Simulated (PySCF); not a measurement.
A species of formula C5H5NOS has this rotational fingerprint, computed with PBE0/def2-SVPD in PySCF (dipole) on a GFN2-xTB geometry, gas phase:

```
Rotational constants : A = 3866, B = 1246, C = 947.7 MHz
Dipole components    : |μa| = 1.44 D, |μb| = 0.77 D, |μc| = 0.00 D
Inertial defect      : -3.08 u·Å²
κ                    : -0.80
```

Question: Which candidate fits, each taken in the one conformer that was computed?
A. `[CH2:1]=[N:2][c:3]1[cH:4][cH:5][c:6]([OH:7])[s:8]1` with C1–N2–C3–C4 -179°, C5–C6–O7–H 180°
B. `[CH3:1][C:2](=[S:3])[c:4]1[cH:5][cH:6][o:7][n:8]1` with C1–C2–C4–C5 180°
C. `[CH3:1][c:2]1[n:3][cH:4][c:5]([CH:6]=[O:7])[s:8]1` with C4–C5–C6–O7 180°

Answer: B. It is CC(=S)c1ccon1, an asymmetric top, point group Cs. The candidates at the same level (rigid rotor, commonest isotopes):

```
       SMILES  A (MHz)  B (MHz)  C (MHz)  μa (D)  μb (D)  μc (D)  Δ (u·Å²)  point group           rotor
Cc1ncc(C=O)s1     4585     1236    979.2    2.78    0.80    0.00     -3.12           Cs  asymmetric top
C=Nc1ccc(O)s1     4446     1289    999.3    0.57    1.66    0.00     -0.01           Cs  asymmetric top
CC(=S)c1ccon1     3866     1246    947.7    1.44    0.77    0.00     -3.08           Cs  asymmetric top
```

`Cc1ncc(C=O)s1` has A 19 % too high; `C=Nc1ccc(O)s1` has A 15 % too high. In the right answer the mirror of this Cs structure is the ab plane, so μc vanishes by symmetry (the 0.01 D computed is a residue). No structure here is proved a minimum.
